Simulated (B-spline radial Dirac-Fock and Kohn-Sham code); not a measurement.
# L-shell conversion coefficients of Re against transition energy

The computed values come from an atomic code on a B-spline grid: a Dirac-Hartree-Slater potential of the neutral atom with a Latter tail (no hole, which puts coefficients of high multipoles low close above an edge), finite nucleus with surface currents. Subshells within 1 keV of threshold and pair formation are left out.

| energy (keV) | E2 | E3 | E4 | M1 | M2 | M4 |
| --- | --- | --- | --- | --- | --- | --- |
| 18.3 | 10200 | 1.40e+06 | 5.25e+07 | 104 | 23300 | 5.00e+08 |
| 20 | 6550 | 827000 | 3.17e+07 | 79.9 | 15200 | 2.57e+08 |
| 30.6 | 788 | 67800 | 2.39e+06 | 22.6 | 2080 | 1.10e+07 |
| 31.8 | 651 | 54100 | 1.88e+06 | 20.1 | 1740 | 8.28e+06 |
| 35.2 | 394 | 29800 | 987000 | 14.9 | 1090 | 3.95e+06 |
| 37.8 | 277 | 19600 | 627000 | 12.1 | 786 | 2.36e+06 |
| 43.6 | 137 | 8490 | 250000 | 7.92 | 411 | 845000 |
| 48.4 | 82.1 | 4610 | 128000 | 5.82 | 257 | 402000 |
| 50 | 70.1 | 3810 | 103000 | 5.29 | 222 | 319000 |
| 84.1 | 5.72 | 188 | 3530 | 1.15 | 23.0 | 8890 |
| 100 | 2.54 | 69.8 | 1150 | 0.699 | 11.1 | 2830 |
| 134 | 0.664 | 13.5 | 177 | 0.301 | 3.36 | 433 |
| 151 | 0.390 | 6.97 | 83.2 | 0.214 | 2.09 | 207 |
| 199 | 0.119 | 1.57 | 15.0 | 0.0983 | 0.720 | 39.5 |
| 200 | 0.117 | 1.53 | 14.6 | 0.0970 | 0.707 | 38.4 |
| 207 | 0.101 | 1.28 | 11.8 | 0.0881 | 0.621 | 31.4 |
| 500 | 0.00412 | 0.0199 | 0.0876 | 0.00800 | 0.0288 | 0.310 |
| 557 | 0.00299 | 0.0130 | 0.0523 | 0.00603 | 0.0204 | 0.189 |
| 579 | 0.00267 | 0.0112 | 0.0437 | 0.00544 | 0.0181 | 0.159 |
| 682 | 0.00171 | 0.00620 | 0.0212 | 0.00356 | 0.0110 | 0.0782 |
| 683 | 0.00170 | 0.00617 | 0.0210 | 0.00354 | 0.0109 | 0.0777 |
| 918 | 0.000815 | 0.00237 | 0.00652 | 0.00166 | 0.00458 | 0.0236 |
| 1000 | 0.000669 | 0.00185 | 0.00479 | 0.00134 | 0.00360 | 0.0171 |
| 1070 | 0.000575 | 0.00153 | 0.00380 | 0.00113 | 0.00298 | 0.0133 |
| 1150 | 0.000491 | 0.00125 | 0.00299 | 0.000939 | 0.00244 | 0.0103 |
| 2000 | 0.000160 | 0.000327 | 0.000608 | 0.000238 | 0.000572 | 0.00169 |
| 2160 | 0.000138 | 0.000276 | 0.000500 | 0.000197 | 0.000472 | 0.00135 |

Task: How fast do they fall between 1150 and 2160 keV?

Result: As powers of the energy: E2 E^-2.01, E3 E^-2.40, E4 E^-2.83, M1 E^-2.48, M2 E^-2.61, M4 E^-3.22. Within one type (E or M) the higher multipoles fall faster.
